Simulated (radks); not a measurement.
Neutral lithium, 3 electrons, occupied as [He] 2s1. Method: Dirac Kohn-Sham, PW91, spin-unpolarised, spherical densities, finite nucleus; Fermi nuclear charge, rms radius 2.444 fm; computed with a radial shooting solver on a logarithmic mesh with Libxc functionals. Some entries of the table are withheld. Estimate them.

orbital,occ.,eigenvalue (eV),<r^2> (bohr^2),<r> (bohr)
1s1/2,2,(1),0.4643,0.5811
2s1/2,1,-2.8884,18.32,3.916
2p1/2,0,-1.1111,(2),5.106
2p3/2,0,-1.1110,(3),5.106

Answer. 
(1) 1s1/2 eigenvalue (eV): -52.0387
(2) 2p1/2 <r^2> (bohr^2): 32.23
(3) 2p3/2 <r^2> (bohr^2): 32.23
